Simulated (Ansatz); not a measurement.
Basis-set series for `BB(N)[SiH3]`. Total charge 0; spin multiplicity 1. The geometry is a stationary point of PBE0-D4/def2-TZVP. It is one conformer, not always the lowest.

Cartesian coordinates in Å:
```
B 1.704 -0.455 -0.380
B 0.288 0.359 -0.188
N -0.078 1.674 -0.453
Si -1.173 -0.846 0.591
H 1.930 -1.108 -1.362
H 2.492 -0.572 0.518
H 0.552 2.359 -0.836
H -1.000 2.039 -0.281
H -1.475 -2.011 -0.287
H -2.432 -0.054 0.746
H -0.808 -1.385 1.932
```

| functional | basis | functions | energy (Eh) | HOMO (eV) | LUMO (eV) |
| --- | --- | --- | --- | --- | --- |
| PBE0-D4 | def2-SVP | 95 | -397.71272 | -7.22 | -1.58 |
| PBE0-D4 | def2-TZVPP | 233 | -397.93408 | -7.27 | -1.72 |
| ωB97M-V | def2-SVP | 95 | -397.87588 | -9.31 | 0.40 |
| ωB97M-V | def2-TZVPP | 233 | -398.10568 | -9.39 | 0.12 |

Give the rows for def2-QZVPP. (An estimate is asked.)

Ansatz gave: 
| functional | basis | functions | energy (Eh) | HOMO (eV) | LUMO (eV) |
| --- | --- | --- | --- | --- | --- |
| PBE0-D4 | def2-QZVPP | 451 | -397.95054 | -7.28 | -1.75 |
| ωB97M-V | def2-QZVPP | 451 | -398.12104 | -9.40 | 0.02 |

Positive LUMOs are unbound and depend on the basis.
